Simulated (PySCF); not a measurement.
# Computed properties of Sn(F)(Cl)(OH)2 (ClFH2O2Sn), SMILES [OH][Sn]([Cl])([F])[OH]

Sn(F)(Cl)(OH)2 (ClFH2O2Sn), SMILES [OH][Sn]([OH])([F])[Cl]. Geometry optimised at PBE0-D3(BJ)/def2-SVP. The structure was generated by enumeration; whether it is a known compound was not checked. The def2 effective core potentials stand for the cores of Sn; spin–orbit coupling is left out. Other conformers were not sampled. All values are computed for the isolated molecule unless a solvent is named; none is compared with measurement here.

**Structure.** All 15 harmonic modes at PBE0-D3(BJ)/def2-SVP (PySCF) are real, so it is a minimum. With heavy atoms numbered as in [OH:1][Sn:2]([OH:3])([F:4])[Cl:5], the shortest bond between them is Sn2–F4 at 1.926 Å and the longest Sn2–Cl5 at 2.311 Å.

**Vibrations.** The strongest infrared lines (harmonic, unscaled, degenerate partners summed) lie at 212 cm⁻¹ (134 km/mol, O 41 %, H 37 %, F 18 %), 3869 cm⁻¹ (122 km/mol, H 94 %), 3876 cm⁻¹ (104 km/mol, H 94 %). The softest mode is at 80 cm⁻¹ and the zero-point energy is 18.4 kcal/mol.

**Electronic structure.** r2SCAN/def2-TZVP (PySCF) places the frontier levels at -8.42 and -3.43 eV, a gap of 4.99 eV, and gives a dipole moment of 1.94 D and a mean polarisability of 54.0 bohr³. PBE/def2-TZVP (PySCF) at the same geometry gives -7.98 and -3.64 eV, so its gap is 0.65 eV narrower. An orbital gap is neither the optical nor the fundamental gap.

**Excitations.** TDA-CAM-B3LYP/def2-SVPD (PySCF) has S1 at 5.72 eV (217 nm, f = 0.017, weak); the most intense of the 10 singlets computed lies at 7.01 eV (f = 0.15). T1 (TDA) is at 5.18 eV, 0.54 eV under S1. TDA-PBE/def2-SVPD (PySCF) puts S1 at 4.48 eV. No vertical singlet excitation falls in the visible range (under 3.1 eV).
